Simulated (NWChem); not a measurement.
Everything below was run with NWChem. System: H$_{3}$GeO$_{4}$, charge 1, spin multiplicity 3, at the geometry of a parent with another charge or spin, in a state set for the comparison that need not be this species' ground state. Its SCF solution wasn't tested for a lower state. Level: UB3LYP/x2c-SVPall-2c, scalar ZORA, VWN1-RPA local correlation.

Job file:

```
start mol
memory heap 200 mb stack 900 mb global 1100 mb
charge 1
geometry units angstroms nocenter noautoz noautosym
  O     -1.543642     0.857739     0.414432
  Ge    -0.011377     0.012827     0.016948
  O     -0.388681    -0.849529    -1.480312
  O      1.387943     1.037328    -0.284649
  O      0.402897    -0.993799     1.398580
  H     -1.182185    -1.398997    -1.407450
  H      1.326991     1.536750    -1.110649
  H      1.351136    -0.962143     1.591372
end
basis spherical
  * library x2c-svpall-2c
end
relativistic
  zora on
end
dft
  xc b3lyp
  odft
  mult 3
  semidirect memsize 60000000 filesize 0
  iterations 100
  grid fine
end
task dft energy
```

NWChem printed:

```
             Northwest Computational Chemistry Package (NWChem) 7.3.0
             --------------------------------------------------------

                                NWChem Input Module
                                -------------------

 Scaling coordinates for geometry "geometry" by  1.889725989
 (inverse scale =  0.529177249)

                             Geometry "geometry" -> ""
                             -------------------------

 Output coordinates in angstroms (scale by  1.889725989 to convert to a.u.)

  No.       Tag          Charge          X              Y              Z
 ---- ---------------- ---------- -------------- -------------- --------------
    1 O                    8.0000    -1.54364200     0.85773900     0.41443200
    2 Ge                  32.0000    -0.01137700     0.01282700     0.01694800
    3 O                    8.0000    -0.38868100    -0.84952900    -1.48031200
    4 O                    8.0000     1.38794300     1.03732800    -0.28464900
    5 O                    8.0000     0.40289700    -0.99379900     1.39858000
    6 H                    1.0000    -1.18218500    -1.39899700    -1.40745000
    7 H                    1.0000     1.32699100     1.53675000    -1.11064900
    8 H                    1.0000     1.35113600    -0.96214300     1.59137200

 Effective nuclear repulsion energy (a.u.)     423.5976165892

            Nuclear Dipole moment (a.u.)
            ----------------------------
        X                 Y               Z
 ---------------- ---------------- ----------------
     0.0000264562    -0.0000264562     0.0000321253


 Summary of "ao basis" -> "" (spherical)
 ------------------------------------------------------------------------------
       Tag                 Description            Shells   Functions and Types
 ---------------- ------------------------------  ------  ---------------------
 *                       x2c-svpall-2c                on all atoms

                                 NWChem DFT Module
                                 -----------------

 Summary of "ao basis" -> "ao basis" (spherical)
[...]
   alpha     11     12     13     14     15     16     17     18     19     20
    beta     11     12     13     14     15     16     17     18     19     22
 overlap   0.996  0.996  0.999  0.986  0.800  0.808  0.998  0.998  0.818  0.807

   alpha     21     22     23     24     25     26     27     28     29     30
    beta     20     21     23     24     25     26     34     33     27     28
 overlap   0.995  0.988  0.996  0.995  0.964  0.936  0.820  0.501  0.889  0.753

   alpha     31     32     33     34     35     36     37     38     39     40
    beta     30     29     31     32     35     36     37     38     39     40
 overlap   0.548  0.730  0.704  0.741  0.998  0.984  0.995  0.991  0.997  0.994

   alpha     41     42     43     44     45     46     47     48     49     50
    beta     41     42     43     44     45     46     47     48     49     50
 overlap   0.996  1.000  0.999  0.999  0.998  0.998  0.997  0.999  0.997  0.993

   alpha     51     52     53     54     55     56     57     58     59     60
    beta     51     52     53     54     57     57     56     58     59     60
 overlap   0.994  1.000  1.000  0.864  0.581  0.712  0.868  0.879  0.902  0.974

   alpha     61     62     63     64     65     66     67     68     69     70
    beta     61     62     63     64     65     66     67     68     69     70
 overlap   0.972  0.964  0.994  0.979  0.996  0.993  0.989  0.998  0.979  0.989

   alpha     71     72     73     74     75     76     77     78     79     80
    beta     71     72     73     74     75     76     77     78     79     80
 overlap   0.936  0.938  0.999  0.999  1.000  0.999  0.998  0.998  0.996  0.974

   alpha     81     82     83     84     85     86     87     88     89     90
    beta     81     82     83     85     84     86     87     88     89     90
 overlap   0.988  0.968  0.972  0.869  0.860  0.703  0.729  0.979  0.996  0.995

   alpha     91     92     93     94     95     96     97     98     99    100
    beta     91     92     93     94     95     96     97     98     99    100
 overlap   0.990  0.991  0.985  0.996  0.950  0.948  0.995  0.993  1.000  0.999

   alpha    101    102    103    104    105    106    107    108    109
    beta    101    102    103    104    105    106    107    108    109
 overlap   0.999  1.000  0.999  1.000  1.000  1.000  1.000  1.000  1.000

     --------------------------
     Expectation value of S2:
     --------------------------
      <S2> =      2.0143 (Exact =     2.0000)

 center of mass
 --------------
 x =  -0.02140643 y =   0.01267080 z =   0.01458171

 moments of inertia (a.u.)
 ------------------
         492.076497540298         -11.211959577053         -14.358242340668
         -11.211959577053         554.005023380710           8.655943031977
         -14.358242340668           8.655943031977         501.962781830145

     Multipole analysis of the density
     ---------------------------------

     L   x y z        total         alpha         beta         nuclear
     -   - - -        -----         -----         ----         -------
     0   0 0 0      1.000000    -34.000000    -32.000000     67.000000

     1   1 0 0     -0.106868      1.784695     -1.891590      0.000026
     1   0 1 0     -0.191348     -0.828086      0.636764     -0.000026
     1   0 0 1     -0.331973     -0.620523      0.288518      0.000032

     2   2 0 0    -21.866223    -92.775928    -78.964648    149.874353
     2   1 1 0      1.511580     -1.280321     -7.037558      9.829460
     2   1 0 1      2.605731     -3.202605     -5.498966     11.307303
     2   0 2 0    -22.212332    -74.236653    -67.315613    119.339933
     2   0 1 1     -1.191060      1.792425      3.583906     -6.567391
     2   0 0 2    -23.513817    -87.889402    -81.885001    146.260587

 Task  times  cpu:       95.5s     wall:       95.5s

 Total times  cpu:       95.5s     wall:       95.5s
```
